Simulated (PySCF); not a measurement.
# Correlation energy of Ca⁺ (calcium, charge +1)

Starting occupation: [Ar] 4s1, 4s1/2 with m_j = +1/2. Calculation: PySCF 2.14, in x2c-SVPall-2c with one added diffuse shell of s type (6s5p2d, 31 functions); X2C-1e with screened-nucleus spin-orbit coupling, Gaussian nucleus. Frozen: [Ne]; 9 electrons correlated; the 6 highest virtual spinors left out.

MP2 pair energies summed by pair of shells (mhartree):

```json
{"pair": "3p1/2-3p3/2", "energy": "-43.29", "share (%)": "39.1"}
{"pair": "3p3/2-3p3/2", "energy": "-42.23", "share (%)": "38.2"}
{"pair": "3p1/2-3p1/2", "energy": "-10.22", "share (%)": "9.2"}
{"pair": "3p3/2-4s1/2", "energy": "-6.16", "share (%)": "5.6"}
{"pair": "3s1/2-3s1/2", "energy": "-3.07", "share (%)": "2.8"}
{"pair": "3p1/2-4s1/2", "energy": "-2.89", "share (%)": "2.6"}
{"pair": "3p3/2-3s1/2", "energy": "-1.75", "share (%)": "1.6"}
{"pair": "3p1/2-3s1/2", "energy": "-0.89", "share (%)": "0.8"}
{"pair": "3s1/2-4s1/2", "energy": "-0.20", "share (%)": "0.2"}
```

Total MP2 correlation energy: -110.70 mhartree.

This basis was not built for core-valence correlation, so the inner-shell part is incomplete.
